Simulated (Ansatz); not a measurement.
Ansatz results at the PBE0-D4/def2-TZVP geometry: LUMO energy (ωB97M-V/def2-TZVPP) 0.38 eV; size of the dipole moment (B3LYP/def2-TZVPP) 3.49 D; LUMO energy (PBE0/def2-TZVPP) -0.94 eV.

Problem. Which molecule gave them?
A. `[OH][In-]([OH])([OH])[PH3+]`
B. `C[OH+][GaH3-]`
C. `C[BH-](C)[PH3+]`
D. `[OH2+][InH3-]`

Solution. D. The others give `C[BH-](C)[PH3+]`: 1.91, 3.49, 0.35; `[OH][In-]([OH])([OH])[PH3+]`: 0.79, 3.27, -0.94; `C[OH+][GaH3-]`: 1.29, 4.18, -0.29.

B3LYP here is the variant with VWN-RPA as its local correlation; programs differ in this.
